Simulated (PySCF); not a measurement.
Polarisability and C₆ of Rh⁺ (rhodium, charge +1)

[Kr] 4d7 5s1, high-spin 5F determinant (an excited configuration). All numbers are calculated (PySCF 2.14, scalar relativity through the core potential, in aug-cc-pVTZ-PP with one added diffuse shell each of s, p, d, f, g type with ECP28MDF (7s7p6d4f3g, 113 functions)). Coupled (time-dependent) response in atomic units; α is the mean over directions.

```
method  mean α (bohr³)  C₆ (like pair)  S(−4)
   UHF           39.45           268.9   1200
   PBE           27.72           190.1  447.5
  PBE0           29.56           201.0  546.5
```

S(−4) is the Cauchy moment in α(ω) = α(0) + S(−4) ω² + …

Spin-orbit coupling is absent.

α(iu) at PBE0:

| u (hartree) | α(iu) (bohr³) |
| --- | --- |
| 0 | 29.56 |
| 0.0500 | 28.27 |
| 0.100 | 25.18 |
| 0.200 | 18.45 |
| 0.300 | 13.79 |
| 0.500 | 8.910 |
| 0.750 | 6.100 |
| 1.00 | 4.572 |
| 1.50 | 2.914 |
| 2.00 | 2.031 |
| 3.00 | 1.139 |
| 5.00 | 0.4918 |

A single London oscillator, α(iu) = α/(1 + u²/ω²), gives C₆ = (3/4) ω α². Matching the computed C₆ needs ω = 4 × 201.0 / (3 × 29.56²) = 0.307 hartree.

For an ion, C₆ is the dispersion term alone; charge-induced terms of lower order in 1/R come first.

Energies and moments cover only the electrons outside the core potential.
